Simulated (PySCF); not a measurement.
C₂H₇BO₃, SMILES C(B(CO)O)O.

The structure is a stationary point at B3LYP-D3(BJ)/def2-SVP. This is a generated structure with no PubChem entry under its InChIKey; it may be hypothetical. The values are those of a single conformer.

Two levels are set side by side: TDDFT-PBE/def2-SVPD (PySCF) and TDDFT-B3LYP/def2-SVPD (PySCF). Vertical, same geometry. The lowest singlet is HOMO→LUMO+1 75 %, HOMO→LUMO 23 % with PBE and HOMO→LUMO+1 69 %, HOMO−1→LUMO+1 28 % with the other functional; states are paired by order. Differences are taken from unrounded values.

| quantity | TDDFT-B3LYP |
|---|---|
| lowest singlet excitation (eV) | 6.04 |
| lowest triplet excitation (TDA) (eV) | 5.67 |

Problem. What does TDDFT-PBE give, and how far is it from TDDFT-B3LYP? (An estimate is asked for; the answer gives what the named calculation found.)

Solution. 
```
quantity                              TDDFT-PBE  TDDFT-PBE minus TDDFT-B3LYP
------------------------------------  ---------  ---------------------------
lowest singlet excitation (eV)             5.20                        -0.84
lowest triplet excitation (TDA) (eV)       4.95                        -0.72
```

Functionals without exact exchange tend to place singlet excitations lower, as here. Differences between two approximate levels are no errors against the true value.

Rough cost on one machine, each run with all the roots and properties that it gave: TDDFT-B3LYP against TDDFT-PBE about 3 times.
